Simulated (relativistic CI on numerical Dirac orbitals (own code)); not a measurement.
Calculated at this level of theory: Dirac-Coulomb-Breit CI, orbitals from a KLI potential per configuration, a model potential for QED, unscaled Slater integrals (own radial code, finite nucleus).

The strongest absorption lines from the ground level of an ion, among the configurations computed and to levels below about 11200 eV (vacuum wavelength in Å, gf): 1.1167 (0.11), 1.1272 (0.063), 1.3491 (0.00035), 1.4608 (0.39), 1.4858 (0.0057), 1.5052 (0.26), 11.890 (0.21), 73.812 (0.0091).

(1) Which ion is it?
A. Tb LX
B. Re LXXII
C. Tb LXII
D. Yb LXVII

Answers

(1) C. Tb LXII has 4 electrons and the ground level 2s2 1S_0; the strongest line goes to 2s.3p 1P°_1. The pattern of lines fixes the number of electrons, and along that sequence the line energies rise steadily with the charge (about as its square where n changes within one kind of shell, about linearly where n is kept but much faster in heavy ions where fine structure, which grows about as Z⁴, sets the gap, and irregularly where shells cross), which fixes Z. Configurations outside the model, such as inner-shell arrays, can give stronger lines. At this charge energies of transitions that change n are usually good to better than 1 %, and those within a shell (Δn = 0) to a few per cent.

LS names give the leading component of a level, which can be under half, so a name can repeat, a term be missing and a line seem to break the LS rules.
